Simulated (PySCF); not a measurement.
WOF3 (doublet state).
SMILES: `[O]=[W]([F])([F])[F]`

Theory: PBE0-D3(BJ)/def2-SVP geometry optimisation, gas phase, def2 core potentials past Kr (PySCF).

Take the most abundant isotopes and a rigid rotor. 

(1) Give the principal moments of inertia and the rotational constants in MHz.

(2) Classify the top.

(3) What does the inertial defect say?

(4) Give the coordinates in the principal-axis frame, origin at the centre of mass.

(5) List the rotational levels J(Ka,Kc) to J = 2 (MHz).

(6) Predict some low-J microwave lines.

Answers

(1) Ia = 132.50, Ib = 148.59, Ic = 203.46 u·Å²; 505379 MHz·u·Å²/I gives A = 3814, B = 3401, C = 2484 MHz.

(2) An asymmetric top: κ = (2 × 3401 − 3814 − 2484)/(3814 − 2484) = 0.38.

(3) Not planar: Δ = Ic − Ia − Ib = -77.63 u·Å². For a rigid frame Δ = −2 Σ m c², so Σ m c² = 38.81 u·Å² lies off the ab plane. The atom farthest from that plane is 0.85 Å away.

(4) The sense of each axis is arbitrary; atoms in the order of the calculation.
| atom | mass (u) | a (Å) | b (Å) | c (Å) |
| --- | --- | --- | --- | --- |
| W1 | 183.951 | 0.008 | -0.044 | 0.011 |
| O2 | 15.995 | 0.081 | -1.506 | 0.855 |
| F3 | 18.998 | 1.708 | 0.103 | -0.704 |
| F4 | 18.998 | -0.170 | 1.725 | 0.616 |
| F5 | 18.998 | -1.681 | -0.132 | -0.743 |

(5) Above 0(0,0):
J = 1: 1(0,1) 5885, 1(1,1) 6298, 1(1,0) 7215
J = 2: 2(0,2) 17040, 2(1,2) 17151, 2(1,1) 19903, 2(2,1) 21142, 2(2,0) 21757
Those of J = 1 are B + C, A + C and A + B.

(6) The dipole components are |μa| = 0.13 D, |μb| = 0.43 D, |μc| = 0.43 D. The squared components, which scale the intensities, stand as 0.08 : 1.00 : 0.99 (a : b : c). Some lines, for components of 0.1 D or more:

```json
{"type": "c", "branch": "Q", "J(Ka,Kc)": "1(1,1) ← 1(0,1)", "MHz": "413", "lower level (cm⁻¹)": "0.196"}
{"type": "c", "branch": "Q", "J(Ka,Kc)": "3(2,2) ← 3(1,2)", "MHz": "511", "lower level (cm⁻¹)": "1.277"}
{"type": "a", "branch": "Q", "J(Ka,Kc)": "2(2,0) ← 2(2,1)", "MHz": "615", "lower level (cm⁻¹)": "0.705"}
{"type": "c", "branch": "Q", "J(Ka,Kc)": "3(3,1) ← 3(2,1)", "MHz": "2459", "lower level (cm⁻¹)": "1.368"}
{"type": "b", "branch": "Q", "J(Ka,Kc)": "3(3,1) ← 3(2,2)", "MHz": "4672", "lower level (cm⁻¹)": "1.294"}
{"type": "b", "branch": "Q", "J(Ka,Kc)": "3(1,2) ← 3(0,3)", "MHz": "5189", "lower level (cm⁻¹)": "1.104"}
{"type": "a", "branch": "R", "J(Ka,Kc)": "1(0,1) ← 0(0,0)", "MHz": "5885", "lower level (cm⁻¹)": "0.000"}
{"type": "b", "branch": "R", "J(Ka,Kc)": "1(1,1) ← 0(0,0)", "MHz": "6298", "lower level (cm⁻¹)": "0.000"}
{"type": "c", "branch": "R", "J(Ka,Kc)": "1(1,0) ← 0(0,0)", "MHz": "7215", "lower level (cm⁻¹)": "0.000"}
{"type": "b", "branch": "R", "J(Ka,Kc)": "2(0,2) ← 1(1,1)", "MHz": "10742", "lower level (cm⁻¹)": "0.210"}
{"type": "a", "branch": "R", "J(Ka,Kc)": "2(1,2) ← 1(1,1)", "MHz": "10853", "lower level (cm⁻¹)": "0.210"}
{"type": "a", "branch": "R", "J(Ka,Kc)": "2(0,2) ← 1(0,1)", "MHz": "11155", "lower level (cm⁻¹)": "0.196"}
{"type": "b", "branch": "R", "J(Ka,Kc)": "2(1,2) ← 1(0,1)", "MHz": "11266", "lower level (cm⁻¹)": "0.196"}
{"type": "b", "branch": "R", "J(Ka,Kc)": "2(2,1) ← 1(1,0)", "MHz": "13926", "lower level (cm⁻¹)": "0.241"}
{"type": "b", "branch": "R", "J(Ka,Kc)": "2(2,0) ← 1(1,1)", "MHz": "15459", "lower level (cm⁻¹)": "0.210"}
{"type": "b", "branch": "R", "J(Ka,Kc)": "3(0,3) ← 2(1,2)", "MHz": "15945", "lower level (cm⁻¹)": "0.572"}
{"type": "b", "branch": "R", "J(Ka,Kc)": "3(1,3) ← 2(0,2)", "MHz": "16076", "lower level (cm⁻¹)": "0.568"}
{"type": "b", "branch": "R", "J(Ka,Kc)": "3(1,2) ← 2(2,1)", "MHz": "17144", "lower level (cm⁻¹)": "0.705"}
{"type": "a", "branch": "R", "J(Ka,Kc)": "3(1,2) ← 2(1,1)", "MHz": "18383", "lower level (cm⁻¹)": "0.664"}
{"type": "b", "branch": "R", "J(Ka,Kc)": "3(2,2) ← 2(1,1)", "MHz": "18894", "lower level (cm⁻¹)": "0.664"}
{"type": "c", "branch": "R", "J(Ka,Kc)": "3(2,1) ← 2(1,1)", "MHz": "21108", "lower level (cm⁻¹)": "0.664"}
{"type": "c", "branch": "R", "J(Ka,Kc)": "3(1,2) ← 2(0,2)", "MHz": "21246", "lower level (cm⁻¹)": "0.568"}
{"type": "b", "branch": "R", "J(Ka,Kc)": "3(3,1) ← 2(2,0)", "MHz": "21712", "lower level (cm⁻¹)": "0.726"}
{"type": "b", "branch": "R", "J(Ka,Kc)": "3(2,1) ← 2(1,2)", "MHz": "23860", "lower level (cm⁻¹)": "0.572"}
```

For this open shell read J as N, the rotation without spin; fine and hyperfine splittings come on top. No PBE0-D3(BJ)/def2-SVP frequencies stand behind this structure, so it isn't proved a minimum. ⟨S²⟩ = 0.752 (exact for a doublet: 0.75). These are rigid-rotor constants of the computed structure; measured ground-state constants (B0) also hold zero-point vibration.

On one thread of an x86-64 server, shared host, this took 3.0 min of wall time. These figures are those of the optimisation.

Neither the SCF state along the optimisation nor the shape of the open-shell metal species was proved the lowest: other solutions of the same spin, or a structure of lower symmetry, can lie below.
